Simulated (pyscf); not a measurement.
# H₂N–Si(F)(F)–F, singlet

Gas-phase minimum from PySCF at ωB97X-D3(BJ)/def2-SVP, one conformer. 

```
Si
F 1 1.6037
F 1 1.6037 2 110.12
F 1 1.6080 2 105.42 3 113.48
N 1 1.6833 2 109.96 4 125.48
H 5 1.0127 1 122.72 2 -36.84
H 5 1.0128 6 113.35 1 166.96
```
Charge 0, spin multiplicity 1.

Properties at ωB97X-D3(BJ)/def2-SVP:

```yaml
harmonic_wavenumbers_unscaled: 59, 230, 272, 305, 334, 368, 383, 776, 785, 976, 1012, 1021, 1538, 3648, 3748 cm⁻¹
zero_point_energy: 22.1 kcal/mol
rotational_symmetry_number: 1
Entropy of this conformer at 298 K and 1 atm, rigid rotor and harmonic oscillator, modes under 100 cm⁻¹ raised to 100: 327.6 J/(mol K)
dipole_moment: 3.10 D
```

Single-point totals, which compare only within one level (frozen core for MP2 and CC):

| level | total energy (hartree) |
|---|---|
| ωB97X-D3(BJ)/def2-TZVP | -645.45138 |
| PBE/def2-TZVP | -644.89814 |
| r²SCAN/def2-TZVP | -645.22681 |
| B3LYP-D3(BJ)/def2-TZVP | -645.42853 |
| PBE0-D3(BJ)/def2-TZVP | -644.93196 |
| M06-2X/def2-TZVP | -645.26604 |
| ωB97M-D3(BJ)/def2-TZVP | -645.50972 |
| HF/def2-TZVPP | -643.29951 |
| MP2/def2-TZVPP | -644.37304 |
| CCSD/def2-TZVPP | -644.38197 |
| CCSD(T)/def2-TZVPP | -644.41457 |

Soft torsions are taken as harmonic, which can shift the entropy by several J/(mol K). The CCSD(T) − MP2 part came from Ansatz, without density fitting, on the same reference.
